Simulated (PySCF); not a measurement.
Compound: C4H3F3NO (doublet state).
Z-matrix (Å and degrees, GFN2-xTB geometry), rows numbered from 1:
```
C 
C   1  1.2950
C   2  1.5011  1  125.76
N   3  1.2433  2  125.52  1  -179.94
O   2  1.4163  1  125.12  3  -179.97
C   5  1.3216  2  117.14  1     0.29
F   6  1.3399  5  113.99  2    60.92
F   6  1.3399  5  114.02  2   -61.05
F   6  1.3304  5  108.48  2   179.91
H   1  1.0623  2  135.59  3    -0.04
H   3  1.0817  2  114.93  1     0.05
H   4  1.0164  3  117.77  2     0.01
```

The hyperfine couplings belong to this conformer and change with its torsions.

The species is `[H]/[C]=C(\C=N/[H])OC(F)(F)F` [radical].

Method used: UKS B3LYP, pcH-1 on C F H N O, non-relativistic, mean-field spin-orbit, GIAO in PySCF. Isolated species at its GFN2-xTB geometry (one conformer only). A GFN2-xTB geometry isn't a minimum of the functional, and hyperfine couplings can be far from their values at a DFT geometry. No stability test was run, so a lower SCF solution isn't excluded.

**Question.** Predict the first-order ENDOR lines of C1, C3, C2, C6, N4, F7/F8/F9, H10, H12 and H11 under fast tumbling at B = 1208.8 mT (Q band).

**Answer.** For S = 1/2 in fast tumbling each set of equivalent nuclei gives two lines, ν± = |νn ± a/2| to first order, with νn = g_N μN B/h and μN/h = 7.62259 MHz/T.

| nuclei | isotope | g_N | νn (MHz) | a_iso (MHz) | lower line (MHz) | upper line (MHz) |
| --- | --- | --- | --- | --- | --- | --- |
| C1 | 13C | 1.4048 | 12.94 | 321.20 | 147.66 | 173.55 |
| C3 | 13C | 1.4048 | 12.94 | 46.61 | 10.36 | 36.25 |
| C2 | 13C | 1.4048 | 12.94 | -43.74 | 8.93 | 34.81 |
| C6 | 13C | 1.4048 | 12.94 | -0.97 | 12.46 | 13.43 |
| N4 | 14N | 0.4038 | 3.72 | -2.81 | 2.32 | 5.12 |
| F7/F8/F9 | 19F | 5.2577 | 48.45 | 31.73 | 32.58 | 64.31 |
| H10 | 1H | 5.5857 | 51.47 | 8.95 | 46.99 | 55.94 |
| H12 | 1H | 5.5857 | 51.47 | 6.90 | 48.02 | 54.92 |
| H11 | 1H | 5.5857 | 51.47 | -4.54 | 49.20 | 53.74 |

The rows for 13C, of low natural abundance, apply to labelled samples.

**Question.** Which pairs are centred on the nuclear Larmor frequency, and which on half the coupling?

**Answer.** Centred on νn, since |a| < 2νn: C6, N4, F7/F8/F9, H10, H12 and H11. Centred on |a|/2 and split by 2νn: C1, C3 and C2.

**Question.** At what field would the lower line of F7/F8/F9 fall to zero frequency?

**Answer.** Where νn = |a|/2, that is B = 15.87 MHz/(5.2577 × 7.62259 MHz/T) = 396 mT, as far as first order holds there.

Means are taken over nuclei equivalent by connectivity, which assumes that they swap fast. The three 19F nuclei of mean +31.7 MHz run from 21.3 to 37.3 MHz in the frozen geometry.

Largest spin populations (Mulliken): C1 (+1.03), C2 (-0.13) and C3 (+0.07). C1 is the only atom above +0.15. The positive populations add up to 1.13 and the negative ones to -0.13, together 2S = 1.
